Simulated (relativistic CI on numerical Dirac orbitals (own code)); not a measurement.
Fe6+: 3s photoemission

Computed with this model: Dirac-Coulomb-Breit CI, orbitals from a KLI potential per configuration, QED by a radiative potential, valence Slater integrals scaled by 0.8, multiplet model of photoemission in the sudden approximation; configurations [Ar] 3d2 → [Ne] 3s 3p6 3d2; 300 K; Lorentzian 1.05 eV and Gaussian 0.6 eV FWHM. Energies are those of the free ion, without screening or charge transfer. The energies are binding energies and can lie tens of eV above those of solids. Without intra-shell correlation the exchange splitting of an s hole comes out too large, often by half or more. S is read from ⟨S²⟩ = S(S + 1).

free ion: ground-state S = 1.00, centroid 221.47 eV. Peaks (eV, height): 219.2 (100), 226.2 (48).

Strongest unbroadened transitions for free ion:

```tsv
Energy (eV)	Relative strength
219.14	0.6
219.19	100.0
219.24	1.1
219.27	68.2
223.74	1.0
225.99	0.5
226.11	81.0
226.19	0.4
```
